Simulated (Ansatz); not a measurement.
Consider the cleavage of the Si–Si bond: `O[SiH](O)[Si](F)(F)F` + `N[SiH](O)O` → `O[SiH](O)N[Si](F)(F)F` + `O[SiH2]O`.

Computed with Ansatz on PBE0-D4/def2-TZVP structures; ΔE is electronic, products minus reactants. CCSD(T)/CBS adds triple-zeta CCSD(T) − MP2 to the extrapolated MP2 energy (def2 sets, frozen cores). This one scheme is used for every species. Functionals use def2-TZVPP. B3LYP here is the variant with VWN-RPA as its local correlation; programs differ in this. Each species was taken in one conformer, which may not be the lowest.

Is it downhill or uphill in electronic energy at CCSD(T)/CBS, and by how much? (Best estimate.)

Computed: Downhill: ΔE = -113.5 kJ/mol.

What do these levels give: B3LYP-D4, ωB97X-V, ωB97M-V, r2SCAN, PBE0, B3LYP, HF/def2-TZVPP, CCSD(T)/def2-TZVPP, HF/def2-QZVPP, MP2/def2-QZVPP, HF/CBS(def2), MP2/CBS(def2)? (Estimate.)

Ansatz gave: B3LYP-D4 -107.0, ωB97X-V -108.4, ωB97M-V -116.7, r2SCAN -110.2, PBE0 -98.9, B3LYP -103.8, HF/def2-TZVPP -129.0, CCSD(T)/def2-TZVPP -117.1, HF/def2-QZVPP -129.4, MP2/def2-QZVPP -120.5, HF/CBS(def2) -129.5, MP2/CBS(def2) -118.8 kJ/mol.

Largest T1 diagnostic among the species: 0.012.

The D4 term adds −3.3 kJ/mol with B3LYP and −1.8 kJ/mol with PBE0; it sums over pairs of atoms, weighted by their polarisabilities, and B3LYP, whose exchange is more repulsive, gets the larger term. From PBE to PBE0 (25 % exact exchange), in def2-TZVPP and without D4, ΔE moves by −12.2 kJ/mol.
